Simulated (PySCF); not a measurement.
**How the method changes the constants of CBr⁻**

State: ³Σ⁻ (triplet), unpaired electrons π ↑↑. Set-up: basis C aug-cc-pVDZ-DK, Br aug-cc-pVDZ-DK; spin-free X2C with a Gaussian nucleus; PySCF 2.14. De refers to C + Br⁻ in their high-spin ground configurations, without counterpoise correction. The functionals are run spin-unrestricted. A positive dipole points towards Br; it is taken about the centre of mass and depends on that origin.

```csv
Level,Re (Å),ωe (cm⁻¹),De (eV),μ (D)
UHF,2.268,245,n/a,2.87
UHF-MP2,2.075,412,1.32,n/a
UHF-SCS-MP2,2.099,385,1.14,n/a
PBE,2.053,436,2.05,4.79
BP86,2.067,425,1.97,4.76
r²SCAN,2.073,416,1.85,4.54
TPSSh,2.080,408,1.76,4.46
PBE0,2.047,436,1.78,4.55
M06-2X,2.082,421,1.62,4.24
ωB97X,2.042,430,1.53,4.56
```

The bond length runs from 2.042 Å (ωB97X) to 2.268 Å (UHF). De spans 1.14 eV (UHF-SCS-MP2, perturbation theory) to 2.05 eV (PBE, GGA).

Correlated steps freeze 10 core orbitals. Correlated levels converge slowly with the basis: in double zeta they bind strong bonds too weakly, by up to about 1 eV, and carry superposition errors of some tenths. Spin–orbit coupling is left out. For an ion De counts to the pair picked by the measured ionisation energies or electron affinities, which need not be the lowest pair at this level. The highest Kohn–Sham level is positive in this anion. Much of that is self-interaction error, but it also means that the finite basis helps to hold the extra electron. The state was picked by a PBE0 search and need not be the measured ground state.
